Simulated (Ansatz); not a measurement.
Computed with Ansatz on PBE0-D4/def2-TZVP structures; ΔE is electronic, products minus reactants. CCSD(T)/CBS adds triple-zeta CCSD(T) − MP2 to the extrapolated MP2 energy (def2 sets, frozen cores). This one scheme is used for every species. Functionals use def2-TZVPP. For Zn outer-core shells are correlated without core-valence functions, which leaves a few kJ/mol of doubt a bond. Scalar relativity is left out up to krypton. One conformer a species, not always the lowest.

Reaction (substitution at a C–Zn bond): `S[CH2][ZnH]` + NH₃ → `NCS` + `[ZnH2]`

`S[CH2][ZnH]`:

```xyz
7

S     0.248    1.702    0.295
C     0.647   -0.073    0.366
Zn   -0.585   -1.021   -0.810
H    -1.068    1.631    0.553
H     0.697   -0.413    1.401
H     1.658   -0.140   -0.045
H    -1.597   -1.687   -1.760
```

NH₃:

Cartesian coordinates in Å:
```
N 0.191 0.122 0.168
H 0.611 -0.234 -0.682
H -0.265 -0.659 0.624
H -0.537 0.770 -0.109
```

`NCS`:

Z-matrix (Å, degrees):
```
C
S 1 1.811
N 1 1.444 2 112.7
H 1 1.097 2 107.3 3 -128.3
H 1 1.092 2 104.7 3 117.9
H 2 1.342 1 96.7 3 83.9
H 3 1.012 1 111.0 2 -65.0
H 3 1.014 1 110.4 2 175.5
```

`[ZnH2]`:

Cartesian coordinates in Å:
```
Zn 0.000 0.000 0.000
H -0.281 1.311 0.767
H 0.281 -1.311 -0.767
```

```json
{"level": "PBE-D4", "ΔE (eV)": "0.62"}
{"level": "PBE0-D4", "ΔE (eV)": "0.60"}
```

Task: What does CCSD(T)/CBS give? (Best estimate.)

Result: Computed: +0.69 eV. The listed levels differ from it by -0.07, -0.09 eV.

Largest T1 diagnostic among the species: 0.016.

In def2-TZVPP, CCSD(T) changes the Hartree–Fock value by +0.18 eV (the triples alone add +0.02 eV) and MP2 by +0.26 eV. At CCSD(T), def2-SVP lies −0.20 eV from the extrapolated value and def2-TZVPP −0.05 eV.
